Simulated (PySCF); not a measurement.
Excitations are Tamm–Dancoff values on a coarser integration grid. The basis has no diffuse functions, so Rydberg states are missing or too high.

Cartesian coordinates (Å):
SMILES: NB(N)O
```xyz
9

N     -1.0598    -0.8505     0.3299
B     -0.1539     0.1721    -0.0342
N      1.2483    -0.0540    -0.0948
O     -0.7061     1.4047    -0.3283
H     -2.0470    -0.6763     0.3676
H     -0.7926    -1.7869     0.5654
H      1.6686    -0.9401     0.1154
H      1.9144     0.6515    -0.3486
H     -0.0719     2.0795    -0.5724
```
Charge 0, spin multiplicity 1.

What is the computed HOMO, HOMO–LUMO gap and T1 excitation (TDA) (PySCF 2.14.0 with CAM-B3LYP-D3(BJ)/def2-TZVP)?


| Quantity | Value |
|---|---|
| HOMO | -8.27 eV |
| HOMO–LUMO gap | 9.68 eV |
| T1 excitation (TDA) | 5.92 eV |
